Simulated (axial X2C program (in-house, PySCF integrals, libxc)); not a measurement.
# Low determinants of TcB at the PBE0 level, two-component

Calculated with an in-house all-electron X2C program for linear molecules (integrals from PySCF). Two-component (2c) means X2C with spin–orbit coupling and atomic mean-field two-electron Coulomb and Gaunt terms. Basis: Tc dyall-cv3z [12s12p8d5f3g], B dyall-v3z [7s6p2d1f] (cores contracted in-house); Gaussian nuclei, density fitting, unrestricted open shells. Masses: Tc 98.907 u, B 11.009 u.

Search at 1.745 Å (vertical energies from the lowest determinant):

| ΔE (eV) | state | electrons beyond evenly filled partner blocks | electrons in ±ω = 1/2, 3/2, 5/2, 7/2 |
| --- | --- | --- | --- |
| 0.00 | Ω = 1 | ω = -3/2, ω = 5/2 | 32 13 3 0 |
| 0.39 | Ω = 2 | 2 × ω = 1/2, ω = -3/2, ω = 5/2 | 32 13 3 0 |
| 1.06 | Ω = 0 | none | 32 14 2 0 |
| 1.24 | Ω = 4 | ω = 3/2, ω = 5/2 | 32 13 3 0 |
| 1.29 | Ω = 3 | ω = 1/2, ω = 5/2 | 33 12 3 0 |
| 1.42 | Ω = 0 | none | 32 12 4 0 |
| 1.53 | Ω = 3 | ω = 1/2, ω = 5/2 | 31 14 3 0 |

Lowest determinant, Ω = 1 (⟨Sz⟩ = 1.00, ⟨Lz⟩ = 0.00 at PBE0): Re = 1.742 Å, ωe = 858.8 cm⁻¹.

The determinant in row 2 of the search, Ω = 2 (⟨Sz⟩ = 2.00, ⟨Lz⟩ = 0.00 at PBE0), was followed along the bond at PBE0; measured from the minimum of the lowest determinant it gives:

Te = 0.318 eV (2563 cm⁻¹), Re = 1.821 Å, ωe = 802.1 cm⁻¹.

(1) Compare the bond of the determinant in row 2 with that of the lowest one.

The search compares states at one distance, so a state with another bond length can lie lower; it is not exhaustive and yields mostly the lowest determinant of each block pattern, so other components and higher states of one pattern are missing. These are energies of single determinants, not of spin-adapted states; PBE0 term energies can be off by some tenths of an eV, and the functional has no current term. Open-shell Ω = 0 determinants with evenly filled partner blocks cannot be reached by this program, so the Ω shown need not be the lowest component. The lowest determinant need not be the ground state where others lie within half an eV.

Results:

(1) At PBE0 its Re is 0.079 Å longer and its force constant, which goes as ωe², is 0.87 times that of the lowest determinant. T0 ≈ Te + Δωe/2 = 2563 + (-28) = 2535 cm⁻¹.
